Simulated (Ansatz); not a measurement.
`[SiH3][O][GaH2]` + `B1CO1` → `[GaH2][CH]1BO1` + `O[SiH3]` at 500 K and 1 bar (formal exchange of groups at a Ga–O bond).

Program: Ansatz. Geometries: PBE0-D4/def2-TZVP. ΔE: electronic, gas phase. CBS: MP2 limit from def2 TZ/QZ plus the TZ coupled-cluster correction, frozen cores. For Ga outer-core shells are correlated without core-valence functions, which leaves a few kJ/mol of doubt a bond. Scalar relativity is left out up to krypton.

```json
{"species": "`[SiH3][O][GaH2]`", "CCSD(T)/CBS energy (Eh)": "-2291.24790", "H − E (kJ/mol)": "151.4", "S (J/(mol·K))": "384.6"}
{"species": "`B1CO1`", "CCSD(T)/CBS energy (Eh)": "-139.80191", "H − E (kJ/mol)": "134.2", "S (J/(mol·K))": "278.3"}
{"species": "`[GaH2][CH]1BO1`", "CCSD(T)/CBS energy (Eh)": "-2064.32562", "H − E (kJ/mol)": "156.5", "S (J/(mol·K))": "367.6"}
{"species": "`O[SiH3]`", "CCSD(T)/CBS energy (Eh)": "-366.69042", "H − E (kJ/mol)": "127.5", "S (J/(mol·K))": "292.9"}
```

H − E and S are ideal-gas, rigid-rotor, harmonic terms from PBE0-D4/def2-TZVP, for one conformer and one mirror image of each species. 1 Eh = 2625.50 kJ/mol, R = 8.31446 J/(mol·K).

By hand: ΔE, ΔH, ΔS and ΔG.

ΔE = (-2064.32562) + (-366.69042) − (-2291.24790) − (-139.80191) = 0.03377 Eh = 88.7 kJ/mol. Δ(H − E) = 156.5 + 127.5 − 151.4 − 134.2 = -1.6, so ΔH = 87.1 kJ/mol. ΔS = 367.6 + 292.9 − 384.6 − 278.3 = -2.4 J/(mol·K). ΔG = 87.1 − 500 × (-2.4)/1000 = 88.3 kJ/mol.

By hand: the equilibrium constant, and the temperature at which ΔG would vanish if ΔH and ΔS stayed fixed.

log₁₀ K = −ΔG/(RT ln 10) = -9.2. ΔH and −TΔS have one sign here, so there is no such temperature. One of them is within its doubt of zero, so this could turn.

The number of gas molecules stays the same, so ΔS is small and ΔH decides. A doubt of 5 kJ/mol in ΔE shifts log₁₀ K by 0.5 here. Other conformers and mirror images would add mixing entropy, several J/(mol·K) or more a flexible species. These are equilibria of isolated gas molecules and say nothing of rates. Largest T1 diagnostic: 0.016 (customary marks: 0.02 for closed shells, 0.045 for open ones).
